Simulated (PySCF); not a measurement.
An unknown shows these calculated signals:

1H NMR (400 MHz, computed): δ 9.24 (s, 1H), 9.13 (d, 1H), 8.19 (d, 1H), 7.55 (m, 1H).

13C{1H} NMR (computed): δ 160.6 (CH), 158.2 (CH), 147.2 (CH), 128.2 (CH), 122.7 (C), 114.2 (C).

Theoretical values (PySCF): geometry: GFN2-xTB, GIAO PBE0/pcSseg-1 shieldings. Non-relativistic Hamiltonian, gas phase, one conformer.

δ = σ(ref) − σ, references computed at the same level: 1H (σref 31.72) and 13C (σref 186.93) against TMS.

Task: Which of these does the molecule contain: a three-membered ring, a carboxylic acid, a heteroaromatic ring, an amide, a nitrile?

Result: 
- A three-membered ring: no.
- A carboxylic acid: no.
- A heteroaromatic ring: yes.
- An amide: no.
- A nitrile: yes (δC 122.7).

The data belong to `c1c(C#N)cncc1`, C6H4N2; they needn't prove each group on their own.

Carbon signals by region: 1 in the far downfield region (above 160 ppm), 5 in the sp2 and nitrile region (100–160 ppm). Above 160 ppm: 160.6, aromatic CH next to a ring nitrogen.

Shifts are as computed. Against solution values, carbons near 30 ppm lie about +3 ppm off and those near 130 ppm about +5 ppm. Of 1211 compounds with measured shifts, 218 miss one by over three times the rms of a fit or turn the order of signals round; such compounds aren't used in these exercises. Multiplicities follow the n + 1 count of equivalent neighbours, as no J values were calculated; m marks all less simple cases, F and P coupling included.
